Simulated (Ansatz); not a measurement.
Program: Ansatz. Geometries: PBE0-D4/def2-TZVP. ΔE: electronic, gas phase. CBS: MP2 limit from def2 TZ/QZ plus the TZ coupled-cluster correction, frozen cores. This one scheme is used for every species. DFT in def2-TZVPP. B3LYP here is the variant with VWN-RPA as its local correlation; programs differ in this. HSE06 is defined as in plane-wave codes. Triplets are unrestricted, without spin–orbit coupling. One conformer a species, not always the lowest.

`C[SiH2][Al]([CH3])[OH]` → `[CH2]` (triplet) + `[CH3][Al]([OH])[SiH3]`  (formal loss of a carbene)

`C[SiH2][Al]([CH3])[OH]`:

Z-matrix (Å, degrees):
```
C
Si 1 1.886
H 1 1.092 2 111.0
H 1 1.092 2 110.9 3 120.2
H 1 1.092 2 110.8 3 -120.2
Al 2 2.464 1 113.9 3 179.2
H 2 1.497 1 108.7 3 56.7
H 2 1.496 1 108.9 3 -57.4
O 6 1.704 2 119.0 1 172.1
C 6 1.947 2 124.7 1 -8.2
H 9 0.956 6 122.9 2 -0.7
H 10 1.093 6 111.8 2 -179.3
H 10 1.095 6 111.1 2 59.8
H 10 1.095 6 111.1 2 -58.4
```

`[CH2]` (triplet):

```xyz
3

C     0.025    0.130   -0.242
H     0.980   -0.131    0.187
H    -1.004    0.001    0.055
```

`[CH3][Al]([OH])[SiH3]`:

```xyz
11

C    -1.294    1.401    0.692
Al   -0.364   -0.274    0.368
O    -0.933   -1.648    1.195
Si    1.563   -0.519   -1.144
H    -2.126    1.271    1.389
H    -1.691    1.819   -0.239
H    -0.617    2.154    1.107
H    -0.538   -2.513    1.098
H     1.230   -0.086   -2.533
H     2.716    0.321   -0.703
H     2.054   -1.925   -1.229
```

```csv
level,ΔE (kJ/mol),difference from CCSD(T)/CBS
LDA (SPW92),537.8,69.2
PBE-D4,474.8,6.2
r2SCAN-D4,447.2,-21.4
B97M-V,468.5,-0.1
PBE0-D4,466.4,-2.2
B3LYP-D4,460.5,-8.1
r2SCANh-D4,445.6,-23.0
r2SCAN0-D4,443.2,-25.4
HSE06-D4,466.8,-1.8
BHLYP-D4,448.9,-19.7
CAM-B3LYP-D4,464.0,-4.6
ωB97X-V,477.4,8.8
ωB97M-V,471.5,2.9
B2PLYP,458.4,-10.2
PBE-QIDH,465.1,-3.5
revPBE,444.0,-24.6
BLYP,446.7,-21.9
r2SCAN,445.4,-23.2
PBE0,460.9,-7.7
B3LYP,450.5,-18.1
r2SCANh,443.6,-25.0
r2SCAN0,441.1,-27.5
HSE06,461.6,-7.0
BHLYP,441.0,-27.6
CAM-B3LYP,458.3,-10.3
LC-ωPBE,457.5,-11.1
RPA@PBE/def2-TZVPP,446.6,-22.0
HF/def2-SVP,319.9,-148.7
MP2/def2-SVP,452.3,-16.3
CCSD(T)/def2-SVP,440.1,-28.5
HF/def2-TZVPP,317.2,-151.4
MP2/def2-TZVPP,471.3,2.7
SCS-MP2/def2-TZVPP,469.5,0.9
CCSD/def2-TZVPP,444.4,-24.2
CCSD(T)/def2-TZVPP,455.9,-12.7
HF/def2-QZVPP,317.3,-151.3
MP2/def2-QZVPP,478.7,10.1
SCS-MP2/def2-QZVPP,478.3,9.7
HF/CBS(def2),317.3,-151.3
MP2/CBS(def2),484.0,15.4
CCSD(T)/CBS,468.6,0
```

Largest T1 diagnostic among the species: 0.013.

From PBE to PBE0 (25 % exact exchange), in def2-TZVPP and without D4, ΔE moves by −7.6 kJ/mol. Leaving LDA and LC-ωPBE aside and taking each functional with its dispersion term where it has one, the values spread over 34.1 kJ/mol, from r2SCAN0-D4 to ωB97X-V. LDA lies +69.3 kJ/mol from PBE without D4.
